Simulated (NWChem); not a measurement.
System: ZnCl$_{2}$; SMILES [Cl][Zn][Cl]

NWChem input:

```
start job
memory heap 200 mb stack 900 mb global 1100 mb
geometry units angstroms noautosym nocenter noautoz
  Zn     0.000000     0.000000    -0.114476
  Cl     2.097028     0.000000    -0.114558
  Cl    -2.097028     0.000000    -0.114558
end
basis spherical
  * library 3-21g
end
dft
  xc hfexch
  iterations 150
end
tddft
  cis
  nroots 6
  notriplet
end
task tddft energy
```

Parts of the log:

```
             Northwest Computational Chemistry Package (NWChem) 7.3.0
             --------------------------------------------------------

                             Geometry "geometry" -> ""
                             -------------------------

 Output coordinates in angstroms (scale by  1.889725989 to convert to a.u.)

  No.       Tag          Charge          X              Y              Z
 ---- ---------------- ---------- -------------- -------------- --------------
    1 Zn                  30.0000     0.00000000     0.00000000    -0.11447600
    2 Cl                  17.0000     2.09702800     0.00000000    -0.11455800
    3 Cl                  17.0000    -2.09702800     0.00000000    -0.11455800

 Effective nuclear repulsion energy (a.u.)     293.8572618236

  xc_inp: hfexch multiplicative factor not found.

                                 NWChem DFT Module
                                 -----------------

 Summary of "ao basis" -> "ao basis" (spherical)
 ------------------------------------------------------------------------------
       Tag                 Description            Shells   Functions and Types
 ---------------- ------------------------------  ------  ---------------------
 Zn                          3-21g                  11       27   5s4p2d
 Cl                          3-21g                   7       13   4s3p

            General Information
            -------------------
          SCF calculation type: DFT
          Wavefunction type:  closed shell.
          No. of atoms     :     3
          No. of electrons :    64
           Alpha electrons :    32
            Beta electrons :    32
          Charge           :     0
          Spin multiplicity:     1
          Use of symmetry is: off; symmetry adaption is: off
          Maximum number of iterations: 150
          AO basis - number of functions:    53
                     number of shells:    25
          Convergence on energy requested:  1.00D-06
          Convergence on density requested:  1.00D-05
          Convergence on gradient requested:  5.00D-04

              XC Information
              --------------
                     Hartree-Fock (Exact) Exchange  1.000

      Superposition of Atomic Density Guess
      -------------------------------------

 Sum of atomic energies:       -2683.51697552

      Non-variational initial energy
      ------------------------------

 Total energy =   -2683.883455
 1-e energy   =   -4329.004367
 2-e energy   =    1351.263651
 HOMO         =      -0.442728
 LUMO         =      -0.048070

   convergence    iter        energy       DeltaE   RMS-Dens  Diis-err
 ---------------- ----- ----------------- --------- --------- ---------
 d= 0,ls=0.0,diis     1  -2683.6740563809 -2.98D+03  1.53D-02  1.93D-01
 d= 0,ls=0.0,diis     2  -2683.7071364759 -3.31D-02  2.46D-03  3.77D-02
 d= 0,ls=0.0,diis     3  -2683.7106099273 -3.47D-03  9.30D-04  1.74D-03
 d= 0,ls=0.0,diis     4  -2683.7108658290 -2.56D-04  3.75D-04  1.28D-04
 d= 0,ls=0.0,diis     5  -2683.7109036973 -3.79D-05  1.37D-04  2.24D-05
  Resetting Diis
 d= 0,ls=0.0,diis     6  -2683.7109078028 -4.11D-06  2.18D-05  3.23D-07
 d= 0,ls=0.0,diis     7  -2683.7109079048 -1.02D-07  2.22D-06  5.22D-09

         Total DFT energy =    -2683.710907904826
      One electron energy =    -4325.419798918686
           Coulomb energy =     1472.765192874373
    Exchange-Corr. energy =     -124.913563684148
 Nuclear repulsion energy =      293.857261823633

 Numeric. integr. density =        0.000000000000

                       DFT Final Molecular Orbital Analysis
                       ------------------------------------

 Vector   30  Occ=2.000000D+00  E=-4.771404D-01
              MO Center= -1.7D-12, -5.4D-12, -1.1D-01, r^2= 5.4D+00
   Bfn.  Coefficient  Atom+Function         Bfn.  Coefficient  Atom+Function
  ----- ------------  ---------------      ----- ------------  ---------------
    36      0.411487  2 Cl pz                49      0.411487  3 Cl pz
    40      0.348741  2 Cl pz                53      0.348741  3 Cl pz
    32     -0.190348  2 Cl pz                45     -0.190348  3 Cl pz
    13      0.123242  1 Zn pz                 9     -0.048445  1 Zn pz

[...]

                                NWChem TDDFT Module
                                -------------------

            General Information
            -------------------
           No. of orbitals :     106
            Alpha orbitals :      53
             Beta orbitals :      53
        Alpha frozen cores :       0
         Beta frozen cores :       0
     Alpha frozen virtuals :       0
      Beta frozen virtuals :       0
         Spin multiplicity :       1
    Number of AO functions :      53
        Use of symmetry is : off
      Symmetry adaption is : off
         Schwarz screening :  0.10D-07

              XC Information
              --------------
              Hartree-Fock (Exact) Exchange   1.00

             TDDFT Information
             -----------------
          Calculation type : CIS
         Wavefunction type : Restricted singlets
          No. of electrons :      64
           Alpha electrons :      32
            Beta electrons :      32
              No. of roots :       6
          Max subspacesize :    5200
            Max iterations :     100
               Target root :       1
           Target symmetry : none
      Symmetry restriction : off
                 Algorithm : Optimal
        Davidson threshold :  0.10D-03

    6 smallest eigenvalue differences (eV)
--------------------------------------------------------
  No. Spin  Occ  Vir  Irrep   E(Occ)    E(Vir)   E(Diff)
--------------------------------------------------------
    1    1   32   33 a        -0.460     0.027    13.269
    2    1   31   33 a        -0.460     0.027    13.269
    3    1   30   33 a        -0.477     0.027    13.724
    4    1   29   33 a        -0.477     0.027    13.724
    5    1   28   33 a        -0.492     0.027    14.121
    6    1   32   34 a        -0.460     0.059    14.143
--------------------------------------------------------

  Entering Davidson iterations
  Restricted singlet excited states

  Iter   NTrls   NConv    DeltaV     DeltaE      Time
  ----  ------  ------  ---------  ---------  ---------
    1      6       0     0.91E-01   0.10+100        0.6
    2     12       0     0.68E-01   0.23E-01        0.6
    3     18       0     0.41E-01   0.15E-01        0.6
    4     24       0     0.30E-01   0.38E-02        0.6
    5     30       0     0.38E-02   0.24E-03        0.6
    6     36       2     0.60E-03   0.56E-05        0.6
    7     40       5     0.18E-03   0.25E-06        0.6
    8     41       6     0.80E-04   0.10E-07        0.5
  ----  ------  ------  ---------  ---------  ---------
  Convergence criterion met

  Ground state a       -2683.710907904826 a.u.

  ----------------------------------------------------------------------------
  Root   1 singlet a              0.266474407 a.u.                7.2511 eV
  ----------------------------------------------------------------------------
     Transition Moments    X  0.00000   Y -0.00000   Z -0.00000
     Dipole Oscillator Strength                    0.0000000000
     Electric Quadrupole                           0.0000004179
     Magnetic Dipole                               0.0000013572
     Total Oscillator Strength                     0.0000017750

     Occ.   22  a   ---  Virt.   33  a       -0.05837
     Occ.   29  a   ---  Virt.   36  a        0.17114
     Occ.   29  a   ---  Virt.   40  a        0.12244
     Occ.   32  a   ---  Virt.   33  a        0.94936
     Occ.   32  a   ---  Virt.   39  a        0.21139
  ----------------------------------------------------------------------------
  Root   2 singlet a              0.266474408 a.u.                7.2511 eV
  ----------------------------------------------------------------------------
     Transition Moments    X  0.00001   Y  0.00000   Z  0.00000
     Dipole Oscillator Strength                    0.0000000000
     Electric Quadrupole                           0.0000004179
     Magnetic Dipole                               0.0000013572
     Total Oscillator Strength                     0.0000017751

     Occ.   23  a   ---  Virt.   33  a       -0.05837
     Occ.   30  a   ---  Virt.   36  a       -0.17114
     Occ.   30  a   ---  Virt.   40  a       -0.12244
     Occ.   31  a   ---  Virt.   33  a       -0.94936
     Occ.   31  a   ---  Virt.   39  a       -0.21139
  ----------------------------------------------------------------------------
  Root   3 singlet a              0.287117404 a.u.                7.8129 eV
  ----------------------------------------------------------------------------
     Transition Moments    X -0.00000   Y -0.00000   Z  0.83371
     Dipole Oscillator Strength                    0.1330436228
     Electric Quadrupole                           0.0000000055
     Magnetic Dipole                               0.0000000000
     Total Oscillator Strength                     0.1330436283

     Occ.   30  a   ---  Virt.   33  a       -0.94569
     Occ.   30  a   ---  Virt.   39  a       -0.20226
     Occ.   31  a   ---  Virt.   36  a       -0.20441
     Occ.   31  a   ---  Virt.   40  a       -0.13267
  ----------------------------------------------------------------------------
  Root   4 singlet a              0.287117406 a.u.                7.8129 eV
  ----------------------------------------------------------------------------
     Transition Moments    X  0.00000   Y -0.83371   Z -0.00000
     Dipole Oscillator Strength                    0.1330436188
     Electric Quadrupole                           0.0000000041
     Magnetic Dipole                               0.0000000059
     Total Oscillator Strength                     0.1330436288

[...]
```

Level: Hartree-Fock/3-21G, CIS. STO-3G and 3-21G are far too small for this property and stand as cheap habits. Coordinates come from a PBE0/def2-SVP optimisation.
